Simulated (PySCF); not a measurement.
C$_{3}$H$_{6}$Cl (SMILES CC[CH-]Cl), charge -1, singlet, geometry from GFN2-xTB (in this run its highest filled SCF level lies above zero, so its values depend strongly on the basis, on diffuse functions most of all). Base run: PySCF with HF/STO-3G.

Geometry (Å):
```xyz
10

C      0.8787    -0.5775     0.0118
C      2.3613    -0.2109     0.0189
C      0.0526     0.7099     0.0847
H      0.6633    -1.1942     0.8966
H      0.6842    -1.2207    -0.8738
H      2.9957    -1.1017     0.0397
Cl    -1.7316     0.1191     0.0090
H      2.6117     0.3688    -0.8702
H      2.5865     0.4008     0.8916
H      0.1403     1.1933    -0.9289
```
Charge -1, spin multiplicity 1.
All else is at PySCF's defaults.
Base energy -570.09292 Eh.

Each row names what was changed in the base input (with any setting that the change needs).

```csv
change,ΔE vs base (mEh),SCF cycles
base,0.000,9
diis_space = 12,0.000,9
init_guess = atom,0.000,9
level_shift = 0.1 (with mf.max_cycle = 100),0.000,10
init_guess = huckel,0.000,10
diis = off; damp = 0.6 (with mf.diis_start_cycle = 200; with mf.max_cycle = 150),0.000,41
solver = newton,0.000,-
damp = 0.5; diis_start_cycle = 5,0.000,11
conv_tol = 1e-7,0.000,8
conv_tol_grad = 1e-7,0.000,12
DIIS = EDIIS,0.000,37
diis_space = 20,0.000,9
level_shift = 1.0 (with mf.max_cycle = 100),0.000,20
```
